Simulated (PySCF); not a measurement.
A structure optimised at PBE0-D3(BJ)/def2-SVP, used in a PySCF frequency run:

```xyz
7

F      0.0000    -1.5806     0.0000
S      0.0000     0.0000     0.0000
F      1.5806     0.0000     0.0000
F      0.0000     0.0000     1.5806
F     -1.5806     0.0000     0.0000
F      0.0000     0.0000    -1.5806
F      0.0000     1.5806     0.0000
```

Problem. Write its SMILES, formula and point group.

Solution. FS(F)(F)(F)(F)F, F6S, Oh

Problem. What are its rotational constants (standard atomic weights)?

Solution. 2.6620, 2.6620, 2.6620 GHz
